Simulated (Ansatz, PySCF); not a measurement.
Noncovalent pair: HCl (SMILES Cl) (first 2 atoms) with H2 (SMILES [H][H]); geometry from B3LYP-D3(BJ)/def2-TZVP.
(charge 0, multiplicity 1):
```xyz
4

Cl    -0.11796    -0.58843    -0.72129
H     -0.07379    -0.40224     0.54699
H     -0.35293     0.02696     2.80098
H      0.36558    -0.16997     2.80402
```

Counterpoise-corrected where a basis set is named; no monomer relaxation.

Cores are frozen in the correlated methods. CBS: X⁻³ extrapolation of the correlation energy, Hartree–Fock from the larger set.

Codes used: Ansatz (a program for electronic structure); PySCF for the dispersion terms. 

PBE/def2-TZVPPD gives -2.8 kJ/mol for the interaction energy.

How do the other levels lie against it? Give each less PBE: PBE-D3(BJ)/def2-TZVPPD, r2SCAN/def2-TZVPPD, PBE0/def2-TZVPPD, wB97M-V/def2-TZVPPD, B2PLYP/def2-TZVPPD, MP2/CBS(aug-cc-pV(T+d)Z, aug-cc-pV(Q+d)Z), CCSD(T)/CBS(aug-cc-pV(T+d)Z, aug-cc-pV(Q+d)Z).

PBE-D3(BJ)/def2-TZVPPD -1.1; r2SCAN/def2-TZVPPD 1.4; PBE0/def2-TZVPPD 0.4; wB97M-V/def2-TZVPPD 0.6; B2PLYP/def2-TZVPPD 1.3; MP2/CBS(aug-cc-pV(T+d)Z, aug-cc-pV(Q+d)Z) 0.1; CCSD(T)/CBS(aug-cc-pV(T+d)Z, aug-cc-pV(Q+d)Z) 0.2 kJ/mol. 6 of 7 lie above PBE; the widest gap is to r2SCAN/def2-TZVPPD.
